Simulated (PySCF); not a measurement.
Correlation energy of Er⁺ (erbium, charge +1)

[Xe] 4f12 6s1, one real determinant. Computed with PySCF 2.14 in cc-pVDZ-X2C, with scalar relativity by spin-free X2C-1e. Frozen: [Kr] 4d10; 21 electrons correlated.

```csv
level,correlation energy (mhartree)
CCSD,-754.02
(T),-28.48
CCSD(T),-782.50
```

Diagnostics: T1 = 0.017, D1 = 0.0448, largest double amplitude 0.035.

The real determinant used has ⟨L²⟩ near 24 against 30 for a pure H term, so it mixes terms. Spin-orbit coupling, absent here, splits the open shell strongly.

Cost of the coupled-cluster step: roughly 80 core-seconds, for 21 correlated electrons.

The reference is one real determinant that mixes LS terms of this configuration.
